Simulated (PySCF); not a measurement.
# How methods differ on the ionisation energy of Si⁺

Si⁺ [Ne] 3s2 3p1 (2P) → Si²⁺ [Ne] 3s2 (1S), as a difference of total energies. Calculation: PySCF 2.14, in ANO-RCC-VTZP (5s4p2d1f, 34 functions); scalar relativity by spin-free X2C-1e. Correlated levels: valence: [Ne] frozen. The calculations carry no spin-orbit coupling.

```json
{"method": "UHF", "ionisation energy (eV)": "15.835", "error (eV)": "-0.487"}
{"method": "MP2 (valence)", "ionisation energy (eV)": "16.099", "error (eV)": "-0.223"}
{"method": "SCS-MP2 (valence)", "ionisation energy (eV)": "16.087", "error (eV)": "-0.235"}
{"method": "CCSD (valence)", "ionisation energy (eV)": "16.213", "error (eV)": "-0.109"}
{"method": "CCSD(T) (valence)", "ionisation energy (eV)": "16.243", "error (eV)": "-0.079"}
{"method": "CCSDT (valence)", "ionisation energy (eV)": "16.255", "error (eV)": "-0.067"}
{"method": "FCI (valence)", "ionisation energy (eV)": "16.255", "error (eV)": "-0.067"}
```

Reference: 16.322 eV (measured; NIST levels, between the centres of gravity of the two terms).

Errors of the correlated levels include the incompleteness of this basis and the frozen core.
